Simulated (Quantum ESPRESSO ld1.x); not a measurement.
These are the eigenvalues of the occupied orbitals of an atom or ion with whole-number occupations (eV). Method: scalar-relativistic Kohn-Sham, B86b exchange with PBE correlation, spin-unpolarised, spherical densities, point nucleus; computed with ld1.x of Quantum ESPRESSO 7.5.

orbital  eigenvalue
1s         -43408.2
2s         -7020.89
2p         -6275.84
3s         -1523.26
3p         -1288.32
3d         -962.547
4s         -302.954
4p         -226.024
4d         -116.703
5s         -40.4700
5p         -22.0948
6s          -3.5207
4f          -1.7614

Which element is it, and in what charge state? The configuration may be excited.

Answer. Z = 60, neodymium, charge 0: Nd in [Xe] 4f4 6s2. The list shows which subshells hold electrons but not how many an open one holds; the 1s level, -1595.2 hartree, gives Z - s = 56.5 by -(Z - s)^2/2, which with screening and relativity narrows Z to a few neighbours, and the depths of the outer levels then fix element, charge and occupations together.
